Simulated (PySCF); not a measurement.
Electric field gradients and quadrupole coupling constants

C₂H₇F₂NSi₂.
Structure used (PBE0-D3(BJ)/def2-SVP), in Å, numbered top down from 1:
```xyz
14
C2H7F2NSi2 angstrom
F      1.7712   -1.9434    0.3597
C      0.9965   -0.9429   -0.2004
C      1.3295    0.4241    0.3853
Si    -0.0836    1.6004   -0.0685
N     -1.3805    0.4224   -0.1463
Si    -0.8666   -1.2095    0.0521
F     -1.1372   -1.7759    1.5540
H      1.2037   -0.9335   -1.2886
H      1.3468    0.3378    1.4857
H      2.3210    0.7850    0.0688
H     -0.3090    2.6594    0.9608
H      0.1399    2.2834   -1.3813
H     -2.3506    0.6845   -0.2847
H     -1.5450   -2.1668   -0.8575
```

Field gradients from the PBE0/pcSseg-1 density (PySCF, non-relativistic), principal values in atomic units, ordered |Vxx| ≤ |Vyy| ≤ |Vzz|:

```
atom     Vxx     Vyy      Vzz
  N5  0.1796  0.5047  -0.6843
```

**Question.** Find the asymmetry η = (Vxx − Vyy)/Vzz and the couplings χ = eQV/h (234.96 MHz × Q in barn × V in au), with Q(14N) = 0.02044 b.

**Answer.** 
| atom | environment | nucleus | η | χzz (MHz) | χxx (MHz) | χyy (MHz) |
| --- | --- | --- | --- | --- | --- | --- |
| N5 | nitrogen bridging silicon atoms | 14N | 0.48 | -3.286 | 0.863 | 2.424 |

The tensor is traceless: Vxx + Vyy + Vzz = 0.

**Question.** What is Vzz at N5 in SI units (1 au = 9.71736 × 10²¹ V/m²)?

**Answer.** -0.6843 au = -6.649 × 10²¹ V/m².

**Question.** And the gradient at the other heavy atoms, for which no coupling is worked out here?

**Answer.** 
```
atom                  environment  Vzz (au)     η
  F1               alkyl fluorine     3.118  0.03
  C2               sp3 C–F carbon     0.536  0.35
  C3  sp3 carbon bound to silicon     0.092  0.80
 Si4                 SiH2 silicon     0.385  0.16
 Si6       fluorine-bound silicon     0.529  0.94
  F7       silicon-bound fluorine     1.231  0.05
```

**Question.** What couplings would deuterons (Q(2H) = 0.00286 b) have in place of the hydrogens, at this geometry?

**Answer.** 
```tsv
atom	bonded to	bond length (Å)	Vzz (au)	η	χzz (kHz)
H8	C2	1.108	0.2696	0.09	181
H9	C3	1.104	0.2860	0.04	192
H10	C3	1.102	0.2937	0.04	197
H11	Si4	1.494	0.1375	0.03	92
H12	Si4	1.497	0.1361	0.02	91
H13	N5	1.014	0.4144	0.13	278
H14	Si6	1.485	0.1411	0.02	95
```

One conformer (not necessarily the lowest) at the PBE0-D3(BJ)/def2-SVP geometry, without solvent, vibrations or thermal averaging. With a basis this small, the couplings can be 20 % off.

The run behind these numbers computed NMR shieldings as well. Time: 26 s wall. Hardware: one thread, Arm Neoverse V1 (shared host).
